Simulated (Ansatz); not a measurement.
```yaml
crystal:
  periodic: [false, false, false]
  atoms:
    - {symbol: B, position_ang: [-0.722194, 1.611318, 0.094833]}
    - {symbol: C, position_ang: [-0.131556, 0.281319, -0.445362]}
    - {symbol: C, position_ang: [0.459845, -0.680505, 0.567866]}
    - {symbol: S, position_ang: [1.354351, -2.089574, -0.143481]}
    - {symbol: H, position_ang: [-1.298631, 2.346403, -0.654376]}
    - {symbol: H, position_ang: [-0.588215, 1.946428, 1.238220]}
    - {symbol: H, position_ang: [0.643813, 0.589982, -1.168215]}
    - {symbol: H, position_ang: [-0.869846, -0.222303, -1.084062]}
    - {symbol: H, position_ang: [1.206681, -0.175278, 1.185160]}
    - {symbol: H, position_ang: [-0.306714, -1.053517, 1.249914]}
    - {symbol: H, position_ang: [0.317864, -2.611074, -0.819798]}
basis:
  gaussian: {orbitals: def2-SVP}
total_charge: -1
magnetization: {spin_polarized: true, initial_magnetization: 7}
hamiltonian: {xc: {name: PBE0}}
correlation: {method: rpa}
accuracy: high
```

```sh
$ ansatz run in.yaml --threads 2 --pin off --events-out ev --progress --plain --max-ram 4352MiB
```

Shortened log:

```
Functional definition: PBE0
  name "PBE0"
  cite "Adamo & Barone, J. Chem. Phys. 110, 6158 (1999) doi:10.1063/1.478522"
  cite "Perdew, Burke & Ernzerhof, Phys. Rev. Lett. 77, 3865 (1996) doi:10.1103/PhysRevLett.77.3865"
  parent pbe
  parameter a = 0.25
  parameter kappa = 0.804
  parameter beta = 0.06672455060314922
  exchange = (1 - a)*pbe_x(kappa = kappa, mu = beta*pi^2/3) + a*exact_x
  correlation = pbe_c(beta = beta)
2296 factors; integrals over basis functions are off by at most 4.0e-9 eV
mean field evaluation 1: about -13652.5162 eV, gradient 3.6e1 eV
mean field evaluation 2: about -13652.9582 eV, gradient 3.6e1 eV
mean field evaluation 4: about -13662.3812 eV, gradient 1.6e1 eV
mean field evaluation 8: about -13664.3033 eV, gradient 1.0e0 eV
mean field evaluation 16: about -13664.3472 eV, gradient 3.0e-2 eV
mean field evaluation 32: about -13664.3473 eV, gradient 1.3e-4 eV
mean field -13664.34727990 eV, -502.1555005090 hartree, gradient 5.8e-8 eV, S^2 15.758767; 7 other end points of the search recorded, 0 dependent functions left out
8 core orbitals not correlated: weight in the atoms' cores, before any rotation towards them, 1.000 or more for the frozen orbitals, at most 0.000 for the correlated occupied ones
reference -13630.33705779 eV, -500.9056478995 hartree; 16, 9 occupied and 71, 78 virtual orbitals, 2296 factors
Total energy: -13652.93980125 eV, -501.7362834009 hartree
```

In this input the spin is set far too high for this molecule. The calculation finished and met its thresholds. The result belongs to that input, not to the molecule as meant.
